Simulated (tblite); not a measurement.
Species: C6H7FO (charge +1 and doublet state).
Z-matrix (Å and degrees, GFN2-xTB geometry), rows numbered from 1:
```
O 
C   1  1.1782
C   2  1.4984  1  128.79
C   3  1.5241  2  117.41  1    55.96
F   4  1.3306  3  118.63  2    -0.40
C   3  1.4938  2  116.88  1   -12.22
C   6  1.4816  3  136.32  4   141.36
C   6  1.4834  3  139.28  4  -120.75
H   2  1.1156  1  122.49  3   179.73
H   3  1.0837  2  115.28  1  -159.87
H   4  1.0878  3  120.41  6  -110.26
H   7  1.0833  6  117.29  8   108.94
H   7  1.0806  6  117.59  8  -109.84
H   8  1.0871  6  115.63  7   111.87
H   8  1.0816  6  118.65  7  -109.24
```

Method: GFN2-xTB as coded in tblite; computed harmonic values from a numerical Hessian at the method's own geometry, unscaled. This tight-binding method is rough: wavenumbers can miss measured ones by several per cent, in bad cases by 10 to 20. One conformer, not necessarily the lowest. Open shells enter through the occupations alone, without spin polarisation, and single modes of such species can be off by tens of per cent.

Harmonic wavenumbers (cm⁻¹): 29.2, 128.4, 166.3, 188.4, 194.5, 339.7, 441.6, 469.4, 608.1, 639.9, 699.8, 751.1, 791.6, 854.8, 861.1, 887.9, 921.9, 975.3, 996.6, 1018.5, 1051.3, 1070.8, 1074.9, 1099.2, 1170.2, 1200.6, 1215.6, 1255.8, 1357.1, 1399.7, 1475.2, 1832.2, 2655.9, 2999.3, 3000.7, 3048.3, 3051.9, 3079.2, 3095.8.

A = 2828, B = 1928, C = 1566 MHz; mass 114.048 u (most abundant isotopes); point group C1, symmetry number 1; spin multiplicity 2.

**Question.** What is the zero-point energy?

**Answer.** Half the sum of the wavenumbers: 24049 cm⁻¹ = 68.76 kcal/mol.

**Question.** What is S at 200 K and 1 bar for an ideal gas of classical rigid rotors and harmonic oscillators?

**Answer.** Translation 38.15, rotation 26.83, vibration 13.98, spin (R ln 2) 1.38: S = 80.3 cal/(mol K).

**Question.** And Cp and H(200 K) − H(0)?

**Answer.** Cp = 22.80 cal/(mol K), of which vibrations give 14.86 (their classical limit is 39 R = 77.5); H(200 K) − H(0) = 3.06 kcal/mol without the zero-point energy, 1.47 from vibrations.

**Question.** What must be added to the electronic energy to get the Gibbs energy at 200 K and 1 bar?

**Answer.** ZPE + [H(200 K) − H(0)] − T·S = 68.76 + 3.06 − 16.07 = 55.75 kcal/mol.

**Question.** How do the functions run with temperature in this model?

**Answer.** 
```csv
T (K),S (cal/(mol K)),Cp (cal/(mol K)),H − H(0) (kcal/mol),G − H(0) (kcal/mol),ln q(vib)
50,58.2,11.4,0.48,-2.43,0.61
100,67.4,15.5,1.16,-5.58,1.48
298.15,91.0,31.5,5.72,-21.42,5.17
373.15,98.8,38.1,8.34,-28.54,6.61
500,111.3,47.3,13.78,-41.88,9.09
750,133.0,59.2,27.22,-72.50,13.96
1000,151.1,66.5,43.01,-108.07,18.55
```

q(vib) and H(0) count from the zero-point level.

**Question.** Blend soft modes into free rotors: weight 1/[1 + (100 cm⁻¹/ν̃)⁴] for the oscillator and the rest for a rotor with moment μB/(μ + B), μ = h/(8π²ν), B = 10⁻⁴⁴ kg m². What vibrational entropy results?

**Answer.** 12.65 cal/(mol K) in place of 13.98, which changes −T·S at 200 K by +0.27 kcal/mol.

**Question.** Which modes carry the vibrational entropy at 200 K?

**Answer.** 29.2 cm⁻¹: 5.09; 128.4 cm⁻¹: 2.21; 166.3 cm⁻¹: 1.75; 188.4 cm⁻¹: 1.53; 194.5 cm⁻¹: 1.47; 339.7 cm⁻¹: 0.64 cal/(mol K); the other 33 give 1.28 together.

Hindered rotation and anharmonicity are outside this model. Other conformers, if any are populated, would add a mixing term that is left out. The structure is chiral; the term R ln 2 for an equal mix with its mirror image is left out.
